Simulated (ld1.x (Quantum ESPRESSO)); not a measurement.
**Before and after: TM potential for selenium (Se)**

```
Element                 : selenium (Se)
Generator               : ld1.x (Quantum ESPRESSO) 7.5
Type                    : norm-conserving Troullier–Martins (Kleinman–Bylander form)
Functional              : LDA (PZ)
Relativity              : scalar-relativistic
Frozen core             : [Ar] 3d10
Valence charge          : 6
Reference configuration : 4s2 4p4
Partial waves           : 4s (bound): rc 1.50 bohr; 4d channel at -0.1 Ry: rc 1.60 bohr; 4p (bound): rc 1.30 bohr
Local potential         : the p channel
Core correction         : none
```

All-electron outer shells of the reference configuration (LDA (PZ), scalar-relativistic, ld1.x):

```csv
shell,level (eV),outermost node (bohr),outermost maximum (bohr)
3p,-152.70,0.21,0.50
3d,-53.39,–,0.45
4s,-17.49,0.70,1.51
4p,-6.66,0.74,1.80
```

Change: all radii scaled by about 0.72 (s 1.08, p 0.94, d 1.16 bohr).

Cutoffs: the cutoffs (Ry, on a coarse ladder) from which the occupation-weighted sum of valence levels, in a spherical-Bessel basis at the reference potential, stays within 10 and 1 mRy of its value at 400 Ry; they do not see the model core or the augmentation charge, which bear on the density cutoff. Errors are all-electron minus pseudo energies relative to the spin-unpolarised reference configuration.

**Question.** What does the change do?

**Answer.** Both files keep a bound ghost (d, s); of the 9 tests that both files solve, the error grows in 8 and shrinks in 1 by more than 15 % and 0.3 meV (median size 20.2 → 154.2 meV).

```tsv
quantity	base	changed
cutoff, loose	60 Ry	300 Ry
cutoff, tight	110 Ry	over 300 Ry
loose cutoff by channel (10 mRy a level)	s 21 Ry, p 50 Ry	s 70 Ry, p 140 Ry
bound ghosts	s, d	s, d
error for 4s2 4p3, meV [ΔE 11.01 eV]	+2.9	+45
error for 4s2 4p2, meV [ΔE 31.57 eV]	+20	+256
error for 4s2 4p1, meV [ΔE 62.72 eV]	+67	+758
error for 4s1 4p4, meV [ΔE 22.59 eV]	+20	+154
error for 4s2 4p3.5, meV [ΔE 4.39 eV]	+0.3	+9.0
error for 4s2 4p4.3, meV [ΔE -1.64 eV]	+0.5	+2.3
error for 4s2 4p0, meV [ΔE 105.30 eV]	+176	+310
error for 4s2 4p4 (spin-polarised), meV [ΔE -0.59 eV]	+80	+66
error for 4s2 4p3 (spin-polarised), meV [ΔE 9.37 eV]	+255	+933
```

Changed file: These tests converged, but a pseudo level misses the all-electron one widely, so the file describes the atom poorly there or has found another state: 4s2 4p0: empty 4p by 5.1 eV. A true bound ghost makes a file unfit for plane-wave use even where its test errors are small: the radial tests pick states by their node count and pass the ghost by.
